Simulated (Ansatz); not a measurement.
Ansatz (a quantum-chemistry and plane-wave program) input:

Ansatz 0.2 input:
```yaml
crystal:
  periodic: [false, false, false]
  atoms:
    - {symbol: Ag, position_ang: [-0.00000000, -0.00000000, -1.51076629]}
    - {symbol: I, position_ang: [0.00000000, 0.00000000, 1.33973614]}
basis:
  gaussian:
    orbitals: def2-TZVP
hamiltonian:
  xc: b3lyp
  dispersion: d3bj
total_charge: -1
magnetization: {spin_polarized: true, initial_magnetization: 1}
phonons: {temperatures: {t_min: 298.15, t_max: 298.15, t_step: 100}}
```

### Question
What final total energy does it print?

### Answer
-444.95975 Eh (B3LYP-D3(BJ)/def2-TZVP). The basis has 90 functions.

The spin state was set by rule; other spins were not relaxed.
